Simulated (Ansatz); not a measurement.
The pair A = AlH3 (SMILES [AlH3]) (first 4 atoms), B = CH4O (SMILES CO); geometry from B3LYP-D3(BJ)/def2-TZVP.
(charge 0, multiplicity 1):
```xyz
10

Al    -0.934    -0.210     0.663
H     -1.004    -1.797     0.738
H     -0.200     0.498    -0.562
H     -2.127     0.592     1.361
C      0.283    -0.126     3.402
O      0.516     0.122     1.997
H      1.229    -0.085     3.938
H     -0.135    -1.127     3.463
H     -0.428     0.597     3.802
H      0.957     0.969     1.860
```

Correlated levels freeze the cores. MP2 and its Hartree–Fock in aug-cc-pV(T+d)Z are density fitted.

Codes used: Ansatz (Gaussian orbitals). Values without a source in brackets are computed.

The counterpoise-corrected interaction energy is E(AB) − E(A in the pair's basis) − E(B in the pair's basis). Total energies (hartree):

```csv
level,AB,A in the pair's basis,B in the pair's basis
HF/aug-cc-pV(D+d)Z,-358.7298092,-243.6314373,-115.0607616
MP2/aug-cc-pV(D+d)Z,-359.1759847,-243.7137707,-115.4224530
HF/aug-cc-pV(T+d)Z,-358.7709393,-243.6404490,-115.0907832
MP2/aug-cc-pV(T+d)Z,-359.3091882,-243.7370066,-115.5287181
CCSD(T)/aug-cc-pV(D+d)Z,-359.2360165,-243.7406777,-115.4563275
```

Work out the counterpoise-corrected interaction energy at the basis-set limit: extrapolate the MP2 correlation part as X⁻³, take Hartree–Fock from the larger set, and add the CCSD(T) − MP2 difference of aug-cc-pV(D+d)Z.


1. Differences (1 hartree = 627.509 kcal/mol): HF/aug-cc-pV(D+d)Z -23.601; MP2/aug-cc-pV(D+d)Z -24.950; HF/aug-cc-pV(T+d)Z -24.917; MP2/aug-cc-pV(T+d)Z -27.274; CCSD(T)/aug-cc-pV(D+d)Z -24.480.
2. Correlation parts, MP2 less HF: -1.350 in aug-cc-pV(D+d)Z (X = 2), -2.357 in aug-cc-pV(T+d)Z (X = 3).
3. Limit (3³·(-2.357) − 2³·(-1.350))/(3³ − 2³) = -2.782; with HF/aug-cc-pV(T+d)Z it gives -27.698.
4. CCSD(T) less MP2 in aug-cc-pV(D+d)Z: 0.470.
Result: -27.23 kcal/mol, against -24.95 at MP2/aug-cc-pV(D+d)Z. It is an estimate of this method's limit, not of the exact value.

Ansatz is a first-principles code.
